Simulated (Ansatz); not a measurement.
`ClB(Cl)[SeH]` + H₂ → `ClB[SeH]` + HCl  (hydrogenolysis of a B–Cl bond)

Gas-phase electronic energies from Ansatz, PBE0-D4/def2-TZVP geometries. CBS: MP2 limit from def2 TZ/QZ plus the TZ coupled-cluster correction, frozen cores. This one scheme is used for every species. DFT in def2-TZVPP. HSE06 is defined as in plane-wave codes. For Se outer-core shells are correlated without core-valence functions, which leaves a few kJ/mol of doubt a bond. Scalar relativity is left out up to krypton. One conformer a species, not always the lowest.

```tsv
level	ΔE (eV)
LDA (SPW92)	0.63
BLYP-D4	0.62
HSE06-D4	0.58
r2SCAN0	0.57
HSE06	0.53
HF/def2-SVP	0.38
HF/def2-TZVPP	0.31
MP2/CBS(def2)	0.68
```

**Question.** What does CCSD(T)/CBS give? (Best estimate.)

**Answer.** Computed: +0.55 eV. The listed levels differ from it by 0.08, 0.07, 0.03, 0.02, -0.02, -0.17, -0.24, 0.13 eV.

**Question.** What do rigid-rotor, harmonic-oscillator terms from PBE0-D4/def2-TZVP frequencies (298.15 K, 1 bar) make of the CCSD(T)/CBS value? (An estimate is asked.)

**Answer.** The calculation gave: ΔZPE = +0.11 eV, ΔH = +0.63 eV, ΔS = 25 J/(mol·K), ΔG = +0.56 eV.

Largest T1 diagnostic among the species: 0.012.

From PBE to PBE0 (25 % exact exchange), in def2-TZVPP and without D4, ΔE moves by −0.04 eV. In def2-TZVPP, CCSD(T) changes the Hartree–Fock value by +0.21 eV (the triples alone add +0.06 eV) and MP2 by +0.33 eV. The D4 term adds +0.10 eV with B3LYP and +0.05 eV with PBE0; it sums over pairs of atoms, weighted by their polarisabilities, and B3LYP, whose exchange is more repulsive, gets the larger term.

B3LYP here is the variant with VWN-RPA as its local correlation; programs differ in this.
